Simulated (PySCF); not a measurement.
How methods differ on the excitation energy of Ce

Ce [Xe] 4f1 5d1 6s2 (high-spin determinant) → Ce [Xe] 4f1 6s2 6p1 (high-spin determinant), as a difference of total energies. Calculation: PySCF 2.14, in cc-pVDZ-X2C (8s7p5d3f1g, 84 functions); scalar relativity by spin-free X2C-1e. Correlated levels: valence: [Kr] 4d10 frozen; valence and next inner shell: [Ar] 3d10 frozen. The calculations carry no spin-orbit coupling.

| method | excitation energy (eV) |
| --- | --- |
| UHF | 2.263 |
| MP2 (valence) | 2.490 |
| SCS-MP2 (valence) | 2.446 |
| MP2 (valence and next inner shell) | 2.442 |
| SCS-MP2 (valence and next inner shell) | 2.409 |

Q: How much does correlation contribute at MP2 (valence and next inner shell)?

A: 2.442 − (2.263) = 0.179 eV, measured against UHF.

A first-order spin-orbit estimate (lowest level to lowest level, LS coupling) adds 0.027 eV.

The basis was made for the ground configuration and has no added diffuse functions, so the excitation energy can come out too high.

The determinant of the upper state and of the lower state mixes LS terms, which raises its energy above the lowest term, most at the Hartree-Fock and MP2 levels.
